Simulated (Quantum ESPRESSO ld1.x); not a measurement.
The numbers below are computed, except where a source is named.
Problem. Ga, configuration [Ar] 3d10 4s2 4p1. Code: ld1.x of Quantum ESPRESSO 7.5. Model: Dirac Kohn-Sham, PW91, spin-unpolarised, spherical densities, point nucleus; open shells fill j = l - 1/2 first. Some entries of the table are withheld. Estimate them.

| orbital | occ. | eigenvalue (eV) | <r^2> (bohr^2) |
|---|---|---|---|
| 1s1/2 | 2 | -10229.0 | 0.003178 |
| 2s1/2 | 2 | -1262.03 | (1) |
| 2p1/2 | 2 | -1117.40 | 0.04355 |
| 2p3/2 | 4 | -1089.72 | 0.04506 |
| 3s1/2 | 2 | -148.003 | (2) |
| 3p1/2 | 2 | (3) | 0.5327 |
| 3p3/2 | 4 | (4) | 0.5499 |
| 3d3/2 | 4 | -19.4386 | 0.8547 |
| 3d5/2 | 6 | -18.9764 | 0.8693 |
| 4s1/2 | 2 | -8.9729 | 6.367 |
| 4p1/2 | 1 | -2.6633 | (5) |
| 4p3/2 | 0 | -2.5467 | (6) |

Solution. 
(1) 2s1/2 <r^2> (bohr^2): 0.05592
(2) 3s1/2 <r^2> (bohr^2): 0.4907
(3) 3p1/2 eigenvalue (eV): -101.257
(4) 3p3/2 eigenvalue (eV): -97.6246
(5) 4p1/2 <r^2> (bohr^2): 13.94
(6) 4p3/2 <r^2> (bohr^2): 14.55
